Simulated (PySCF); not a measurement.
Computed shifts of a molecule C3H8GeSi, B3LYP/pcSseg-1 run with PySCF, GIAO, gas phase, equivalent atoms averaged, in ppm (number of nuclei): ¹³C: 180.3 (1), 166.0 (1), 30.6 (1). ²⁹Si: -38.5 (1). ¹H: 7.27 (1), 5.10 (2), 4.77 (2), 2.33 (3). References: ¹³C against TMS (σ = 181.3 ppm); ⁷³Ge against GeH4 (σ = 1631.8 ppm); ²⁹Si against TMS (σ = 338.7 ppm); ¹H against TMS (σ = 31.68 ppm), references at their B3LYP-D3(BJ)/def2-TZVP geometries, non-relativistic. Coordinates come from a PBE0-D3(BJ)/def2-SVP optimisation. The values are those of a single conformer.

### Question
Pick the molecule that these values belong to.
A. C#C[SiH2][GeH2][CH3]
B. CC1=[CH][GeH2][SiH2]1
C. C=C=[C]([SiH3])[GeH3]
D. C=[C]1C[SiH2][GeH2]1

### Answer
B, CC1=[CH][GeH2][SiH2]1
